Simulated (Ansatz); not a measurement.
4-fluoro-2,3-dihydrofuran (C4H5FO), SMILES C1OC=C(F)C1.

The structure is a stationary point at PBE-D3(BJ)/def2-SVP. A frequency run showed that this geometry is not a minimum. The values are those of a single conformer.

Two levels are set side by side: PBE/def2-TZVPD (Ansatz, a first-principles code) and PBE0/def2-TZVPD (Ansatz). Energy differences of separate SCF runs at the same geometry; the states with an electron removed or added have multiplicity 2 and 2. Differences are taken from unrounded values.

```csv
quantity,PBE0,PBE,PBE minus PBE0
vertical ionisation energy (eV),8.29,8.11,-0.18
vertical singlet–triplet gap (eV),3.72,3.74,0.01
```
